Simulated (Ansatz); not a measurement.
CuAu2, relaxed as a quartet with UKS PBE0-D4/def2-TZVP in Ansatz, starting from the PBE0-D4/def2-TZVP geometry of the neutral doublet. Force threshold 0.02 eV/Å.

In the def2 sets Au takes a core potential; there is no spin–orbit coupling. At PBE0-D4/def2-TZVP a doublet of charge 0 lies 2.25 eV below the quartet, each at its own geometry. The structure comes from a short search, and lower isomers may exist.

Start:

Cartesian coordinates in Å:
```
Au 0.4786 0.0193 1.4650
Au -0.9740 -0.9984 -0.6560
Cu 0.4954 0.9791 -0.8090
```

Problem. Estimate the energy that the relaxation releases and the steps that it takes.

Solution. 0.04 eV, in 4 steps; 13 s on 4 threads of Arm Neoverse V2 on a shared host. No frequencies were taken in this run, so the end may be a saddle point.

Problem. Does the start keep its bonding and symmetry?

Solution. By distances, no bond broke or formed. The bond that changes most is Au1–Au2, from 2.76 to 2.63 Å (atoms count from 1). Point group C2v at the start, C2v at the end, both within 0.05 Å.

Problem. Predict the relaxed structure.

Solution. 
Cartesian coordinates in Å:
```
Au 0.4377 -0.0179 1.4262
Au -0.9465 -0.9878 -0.5951
Cu 0.5089 1.0057 -0.8310
```
Bond lengths (bridged metal pairs left out): 2 × Au–Cu 2.48 Å; 1 × Au–Au 2.63 Å.
